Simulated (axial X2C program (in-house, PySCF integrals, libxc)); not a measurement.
# Spin–orbit effects along a row: molecules with Cr, PBE0

Computed with an in-house relativistic program for diatomic molecules, spin-free (one-electron X2C) or two-component (2c: spin–orbit coupling with atomic mean-field Coulomb and Gaunt terms, which also bring small scalar terms), in Dyall basis sets with cores contracted in-house; open shells are unrestricted.

Basis sets: As dyall-v3z, Br dyall-cv3z, Ca dyall-cv3z, Cr dyall-cv3z, Cr dyall-v3z, Ga dyall-cv3z, Se dyall-cv3z.

```tsv
molecule	spin-free state	Re (Å)	ωe (cm⁻¹)	De (eV)	2c state	Re 2c (Å)	ωe 2c (cm⁻¹)	De 2c (eV)
CaCr	M_S = 3, Λ = 0	3.173	129.7	0.49	Ω = 3	3.174	129.6	0.49
CrGa	?	?	?	?	?	?	?	?
CrAs	M_S = 7/2, Λ = 0	2.545	240.7	1.13	Ω = 3/2	2.338	260.2	1.80
CrSe	M_S = 2, Λ = 1	2.256	304.8	2.62	Ω = 1	2.264	300.8	2.64
CrBr	M_S = 5/2, Λ = 0	2.338	301.7	3.34	Ω = 5/2	2.340	301.0	3.23
```

Q: Estimate the 2c Re and ωe of CrGa as the mean of its neighbours in the table.

A: Re ≈ 2.756 Å, ωe ≈ 194.9 cm⁻¹. The PBE0 runs give the row below, so the estimate misses by 0.058 Å and 26.0 cm⁻¹.

| molecule | spin-free state | Re (Å) | ωe (cm⁻¹) | De (eV) | 2c state | Re 2c (Å) | ωe 2c (cm⁻¹) | De 2c (eV) |
| --- | --- | --- | --- | --- | --- | --- | --- | --- |
| CrGa | M_S = 5/2, Λ = 0 | 2.697 | 169.2 | 1.05 | Ω = 5/2 | 2.698 | 168.9 | n/a |

Each entry is the lowest single determinant of a limited PBE0 search at one distance. De goes to single-determinant-based atoms at the same level (for ions the charge split of lowest energy) and is withheld (n/a) where an atom does not fit its ground term or J level. Main or longest-lived isotopes. One determinant is a doubtful description, or other states lie close, for CaCr, CrGa, CrAs, CrSe, CrBr; these need not be ground states, and all values refer to the states named. Some open-shell Ω = 0 determinants are out of reach, so the Ω given for CaCr, CrSe need not be the lowest component. With several unpaired electrons the Ω given is that of one determinant, not necessarily of the lowest component. The functionals have no current term, which raises determinants with orbital currents. The lowest determinant changes configuration between the Hamiltonians for CrAs, so two states are compared there.
